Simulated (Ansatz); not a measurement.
F$_{2}$GeI$_{2}$ (`[F][Ge]([F])([I])[I]`). Charge 0, multiplicity 1. I: def2 effective core potential.

(1) What are the harmonic wavenumbers in cm⁻¹ at PBE0-D4/def2-TZVP (Ansatz, finite differences of forces, unscaled)? (Estimate.)

(2) Is this a minimum?

(3) Give the ideal-gas thermochemistry at 298.15 K and 1 bar (rigid rotor, harmonic oscillator; point group C2v, symmetry number 2).

(4) And at 400, 500, 600, 800 and 1000 K?

(5) Rotational constants (cm⁻¹)?

Results:

(1) Computed: 69, 138, 140, 186, 196, 264, 317, 721, 738.

(2) Yes, all 9 modes are real.

(3) Zero-point energy 16.6 kJ/mol; H(298) − E = 37.9 kJ/mol; entropy 382.7 J/(mol·K), of which translation 182.4, rotation 126.0, vibration 74.3; G(298) − E = -76.2 kJ/mol. Modes under 100 cm⁻¹ are hindered rotations or soft bends, so the harmonic entropy is rough.

(4) 
```csv
T (K),H − E (kJ/mol),S (J/mol/K),G − E (kJ/mol)
400,47.7,411.0,-116.7
500,57.7,433.4,-159.0
600,68.0,452.0,-203.3
800,88.8,482.1,-296.8
1000,110.0,505.7,-395.7
```

(5) 0.05404, 0.01428, 0.01246.
